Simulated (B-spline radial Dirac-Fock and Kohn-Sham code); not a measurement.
# Relativistic shifts of the levels of Dy⁴¹⁺

System: the Dy⁴¹⁺ ion, [Ar] 3d7.

Both columns are ΔSCF binding energies of the configuration average from a radial B-spline solver: non-relativistic Hartree-Fock with a point nucleus, and Dirac-Fock with a finite nucleus and the Coulomb interaction alone, averaged over the two j levels with weights 2j+1.

```csv
shell,Hartree-Fock (eV),Dirac-Fock (eV),shift (eV),shift (%)
1s,52716.9,56164.3,+3447.33,+6.54
2s,10242.8,11159.5,+916.68,+8.95
2p,9852.0,10162.8,+310.83,+3.16
3s,3688.0,3934.7,+246.71,+6.69
3p,3516.5,3617.1,+100.62,+2.86
3d,3231.9,3234.5,+2.62,+0.08
```

Relativity binds 1s, 2s, 2p, 3s, 3p, 3d more strongly, among those listed most of all 2s in relative terms.

Values without a named source are computed, but for edge energies of neutral atoms, which are taken from tables.
